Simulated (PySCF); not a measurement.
**Working out the ionisation energy of As**

As [Ar] 3d10 4s2 4p3 (4S) → As⁺ [Ar] 3d10 4s2 4p2 (3P). Computed with PySCF 2.14 in aug-cc-pVTZ-DK (7s6p4d2f, 59 functions), with scalar relativity by spin-free X2C-1e. Frozen: [Ar] 3d10. Energies in hartree (1 hartree = 27.21139 eV):

```json
{"part": "UHF", "As (lower)": "-2259.014424", "As⁺ (upper)": "-2258.668528"}
{"part": "CCSD correlation", "As (lower)": "-0.085741", "As⁺ (upper)": "-0.069059"}
{"part": "(T)", "As (lower)": "-0.002931", "As⁺ (upper)": "-0.001639"}
```

**Question.** What does Hartree-Fock give?

**Answer.** (-2258.668528) − (-2259.014424) = 0.345896 hartree = 9.412 eV.

**Question.** What do CCSD and CCSD(T) give?

**Answer.** The CCSD correlation energies differ by 0.016682 hartree = 0.454 eV and the triples by 0.001292 hartree = 0.035 eV, so CCSD gives 9.866 eV and CCSD(T) 9.901 eV.

Measured between the centres of the two terms (NIST): 10.008 eV, so CCSD(T) (valence) is off by -0.107 eV.

What remains against the reference includes basis incompleteness, the frozen core and higher excitations.
